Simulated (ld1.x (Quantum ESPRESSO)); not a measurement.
# Transferability test, TM potential for indium

```json
{
  "Element": "In (Z = 49)",
  "Generator": "ld1.x (Quantum ESPRESSO) 7.5",
  "Type": "norm-conserving Troullier–Martins (Kleinman–Bylander form)",
  "Functional": "PBE",
  "Relativity": "fully relativistic",
  "Frozen core": "[Kr] 4d10",
  "Valence charge": "3",
  "Reference configuration": "5s2 5p0.5 (charge +0.5)",
  "Partial waves": "5p (bound): rc 2.55 bohr; 5d channel at -0.1 Ry: rc 2.75 bohr; 5s (bound): rc 2.30 bohr",
  "Local potential": "the s channel",
  "Core correction": "Bessel-smoothed model core inside 1.75 bohr"
}
```

Open shells are filled in proportion to 2j + 1 (rel_dist='average').

Energies are relative to the spin-unpolarised reference configuration 5s2 5p0.5; without spin polarisation the order of configurations can differ from experiment.

| valence configuration | charge | ΔE all-electron (eV) | error AE − PS (meV) |
| --- | --- | --- | --- |
| 5s2 5p1 | 0 | -1.945 | -2.0 |
| 5s2 5p0 | +1 | 3.429 | -5.2 |
| 5s1 5p0 | +2 | 22.664 | -169 |
| 5s1 5p2 | 0 | 3.883 | -16 |
| 5s2 5p1.3 | -0.3 | -2.480 | -3.6 |
| 5s0 5p3 | 0 | 9.976 | -76 |
| 5s1 5p1 | +1 | 10.008 | -43 |

Levels in the configuration 5s1 5p1:

| level | all-electron (eV) | pseudo (eV) |
| --- | --- | --- |
| 5s j=1/2 | -15.902 | -16.023 |
| 5p j=1/2 | -9.526 | -9.592 |
| 5p j=3/2 | -9.073 | -9.130 |

Note: ghost states, extra bound levels that the all-electron valence spectrum of the same l lacks: d3/2 at -304.5 eV, d5/2 at -202.0 eV. A true bound ghost makes a file unfit for plane-wave use.
